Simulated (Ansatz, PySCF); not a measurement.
Species: C₄H₂ (charge 0, singlet). SMILES: C#CC#C
Coordinates optimised at B3LYP-D3(BJ)/def2-TZVP (Ansatz, an electronic-structure program):
```xyz
6

C      0.0000     0.0000    -1.8866
C      0.0000     0.0000    -0.6818
C      0.0000     0.0000     0.6818
C      0.0000     0.0000     1.8866
H      0.0000     0.0000    -2.9488
H      0.0000     0.0000     2.9488
```
Charge 0, spin multiplicity 1.

Quantity: atomisation energy (electronic, to ground-state atoms), in eV. Valence correlation only, unless marked. UHF or UKS for open shells. Spin-orbit coupling is left out. No relativistic terms. The coupled-cluster limit lacks core correlation, which all-electron functionals hold. Basis-set limits of correlation are two-point, X^-3; Hartree-Fock from the larger set. [CCSD(T)-MP2]/basis is that difference in the basis named.

```csv
level,program,atomisation energy (eV)
HF/cc-pVDZ,Ansatz,20.78
PBE-D4/def2-TZVPD,Ansatz + dftd4,31.60
BP86-D4/def2-TZVPD,PySCF + dftd4,31.49
TPSS/def2-TZVPD,PySCF,30.30
TPSS-D3(BJ)/def2-TZVPD,PySCF + dftd3,30.41
TPSS-D4/def2-TZVPD,PySCF + dftd4,30.42
PBE0-D3(BJ)/def2-TZVP,Ansatz + dftd3,30.57
```

### Question
Estimate the value at RI-MP2/CBS(aug-cc-pVTZ,aug-cc-pVQZ)+[CCSD(T)-MP2]/aug-cc-pVTZ as computed with Ansatz.

### Answer
30.05 eV
